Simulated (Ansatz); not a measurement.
Born–Oppenheimer molecular dynamics of C₄H₁₃NSn (19 atoms, charge 0, multiplicity 1). It starts from a relaxed structure.

Method: RKS PBE/def2-SVP (Ansatz).

* ensemble: NVE (velocity Verlet)
* time step: 1 fs
* steps asked: 300
* starting velocities drawn for: 1000 K
* masses: H 10 u
* seed: 836984

First frame:

```xyz
19
Properties=species:S:1:pos:R:3
Sn 0.084 -0.061 0.050
H 0.117 -0.239 1.778
C 2.071 0.045 -0.816
H 2.580 -0.929 -0.686
H 2.011 0.285 -1.896
H 2.662 0.834 -0.310
C -1.105 1.681 -0.525
H -2.122 1.607 -0.095
H -0.619 2.602 -0.146
H -1.181 1.742 -1.628
N -0.724 -1.864 -0.608
C -1.894 -2.384 0.068
H -1.842 -2.185 1.160
H -2.872 -1.971 -0.302
H -1.958 -3.493 -0.056
C -0.714 -2.146 -2.027
H -1.578 -1.709 -2.599
H 0.219 -1.773 -2.502
H -0.748 -3.249 -2.209
```

Question: How far do the bonds stretch over the last three quarters of this one trajectory? (Pairs bonded in most of those frames.)

Answer: 
```
   bond  mean (Å)  spread (Å)  shortest  longest
 Sn1–H2     1.750       0.071      1.63     1.86
 Sn1–C3     2.197       0.071      2.09     2.36
 Sn1–C7     2.207       0.094      2.03     2.45
Sn1–N11     2.089       0.055      2.00     2.21
  C3–H4     1.110       0.024      1.07     1.16
  C3–H5     1.114       0.031      1.04     1.17
  C3–H6     1.113       0.027      1.05     1.16
  C7–H8     1.114       0.047      1.01     1.20
  C7–H9     1.116       0.046      1.02     1.20
 C7–H10     1.115       0.038      1.04     1.20
N11–C12     1.452       0.028      1.39     1.50
N11–C16     1.454       0.032      1.38     1.51
C12–H13     1.120       0.030      1.06     1.18
C12–H14     1.138       0.052      1.03     1.24
C12–H15     1.128       0.042      1.05     1.21
C16–H17     1.130       0.031      1.06     1.20
C16–H18     1.114       0.028      1.06     1.17
C16–H19     1.123       0.030      1.06     1.21
```

Mean temperature of the second half: 528 K. The conserved energy stayed within 0.39 meV per atom of its start (net change 0.14 meV per atom), so the integration is sound. The temperature averaged 0.53 of the 1000 K drawn at the start: a run that starts near a minimum puts about half its kinetic energy into the potential. A run of 0.3 ps of so small a system gives no equilibrium averages.

The run took 22 min on 4 threads of Intel(R) Xeon(R) Platinum 8259CL CPU @ 2.50GHz (Skylake/Cascade Lake), with other jobs on the host, peak memory 0.28 GiB.
